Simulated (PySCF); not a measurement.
N,N-disilylmethanamine (CH9NSi2), SMILES CN([SiH3])[SiH3].

Geometry optimised at PBE-D3(BJ)/def2-SVP.

Level of theory: PBE-D3(BJ)/def2-SVP (PySCF).

Frequencies are harmonic and unscaled.

```json
[
 {"mode": "1", "ν (cm⁻¹)": "95", "IR (km/mol)": "0.0", "moving atoms (share of kinetic energy)": "H 78 %, N 13 %"},
 {"mode": "2", "ν (cm⁻¹)": "107", "IR (km/mol)": "0.0", "moving atoms (share of kinetic energy)": "H 96 %"},
 {"mode": "3", "ν (cm⁻¹)": "131", "IR (km/mol)": "0.0", "moving atoms (share of kinetic energy)": "H 100 %"},
 {"mode": "4", "ν (cm⁻¹)": "190", "IR (km/mol)": "2.4", "moving atoms (share of kinetic energy)": "N 49 %, H 40 %, C 9 %"},
 {"mode": "5", "ν (cm⁻¹)": "220", "IR (km/mol)": "0.4", "moving atoms (share of kinetic energy)": "Si 45 %, H 29 %, N 15 %, C 12 %"},
 {"mode": "6", "ν (cm⁻¹)": "256", "IR (km/mol)": "0.2", "moving atoms (share of kinetic energy)": "H 36 %, C 36 %, Si 24 %"},
 {"mode": "7", "ν (cm⁻¹)": "539", "IR (km/mol)": "0.3", "moving atoms (share of kinetic energy)": "Si 58 %, H 21 %, C 15 %"},
 {"mode": "8", "ν (cm⁻¹)": "630", "IR (km/mol)": "1.2", "moving atoms (share of kinetic energy)": "H 81 %, Si 17 %"},
 {"mode": "9", "ν (cm⁻¹)": "673", "IR (km/mol)": "1.5", "moving atoms (share of kinetic energy)": "H 89 %, Si 11 %"},
 {"mode": "10", "ν (cm⁻¹)": "681", "IR (km/mol)": "73.6", "moving atoms (share of kinetic energy)": "H 78 %, N 15 %"},
 {"mode": "11", "ν (cm⁻¹)": "726", "IR (km/mol)": "37.5", "moving atoms (share of kinetic energy)": "H 75 %, C 12 %, Si 12 %"},
 {"mode": "12", "ν (cm⁻¹)": "875", "IR (km/mol)": "97.8", "moving atoms (share of kinetic energy)": "H 93 %"},
 {"mode": "13", "ν (cm⁻¹)": "885", "IR (km/mol)": "101.4", "moving atoms (share of kinetic energy)": "H 95 %"},
 {"mode": "14", "ν (cm⁻¹)": "898", "IR (km/mol)": "373.3", "moving atoms (share of kinetic energy)": "H 79 %, Si 14 %"},
 {"mode": "15", "ν (cm⁻¹)": "918", "IR (km/mol)": "136.9", "moving atoms (share of kinetic energy)": "H 59 %, N 29 %, Si 10 %"},
 {"mode": "16", "ν (cm⁻¹)": "929", "IR (km/mol)": "131.2", "moving atoms (share of kinetic energy)": "H 95 %"},
 {"mode": "17", "ν (cm⁻¹)": "950", "IR (km/mol)": "56.9", "moving atoms (share of kinetic energy)": "H 86 %, N 11 %"},
 {"mode": "18", "ν (cm⁻¹)": "968", "IR (km/mol)": "34.5", "moving atoms (share of kinetic energy)": "H 92 %"},
 {"mode": "19", "ν (cm⁻¹)": "1091", "IR (km/mol)": "9.4", "moving atoms (share of kinetic energy)": "H 72 %, C 20 %, N 8 %"},
 {"mode": "20", "ν (cm⁻¹)": "1123", "IR (km/mol)": "126.8", "moving atoms (share of kinetic energy)": "N 59 %, C 31 %, H 8 %"},
 {"mode": "21", "ν (cm⁻¹)": "1167", "IR (km/mol)": "44.9", "moving atoms (share of kinetic energy)": "H 51 %, N 30 %, C 17 %"},
 {"mode": "22", "ν (cm⁻¹)": "1397", "IR (km/mol)": "1.5", "moving atoms (share of kinetic energy)": "H 87 %, C 12 %"},
 {"mode": "23", "ν (cm⁻¹)": "1415", "IR (km/mol)": "7.3", "moving atoms (share of kinetic energy)": "H 97 %"},
 {"mode": "24", "ν (cm⁻¹)": "1432", "IR (km/mol)": "8.3", "moving atoms (share of kinetic energy)": "H 97 %"},
 {"mode": "25", "ν (cm⁻¹)": "2122", "IR (km/mol)": "83.7", "moving atoms (share of kinetic energy)": "H 97 %"},
 {"mode": "26", "ν (cm⁻¹)": "2127", "IR (km/mol)": "259.8", "moving atoms (share of kinetic energy)": "H 96 %"},
 {"mode": "27", "ν (cm⁻¹)": "2143", "IR (km/mol)": "145.6", "moving atoms (share of kinetic energy)": "H 97 %"},
 {"mode": "28", "ν (cm⁻¹)": "2149", "IR (km/mol)": "39.1", "moving atoms (share of kinetic energy)": "H 98 %"},
 {"mode": "29", "ν (cm⁻¹)": "2183", "IR (km/mol)": "2.9", "moving atoms (share of kinetic energy)": "H 96 %"},
 {"mode": "30", "ν (cm⁻¹)": "2193", "IR (km/mol)": "162.4", "moving atoms (share of kinetic energy)": "H 96 %"},
 {"mode": "31", "ν (cm⁻¹)": "2919", "IR (km/mol)": "63.6", "moving atoms (share of kinetic energy)": "H 97 %"},
 {"mode": "32", "ν (cm⁻¹)": "2991", "IR (km/mol)": "23.4", "moving atoms (share of kinetic energy)": "H 91 %, C 9 %"},
 {"mode": "33", "ν (cm⁻¹)": "3020", "IR (km/mol)": "13.5", "moving atoms (share of kinetic energy)": "H 91 %, C 9 %"}
]
```
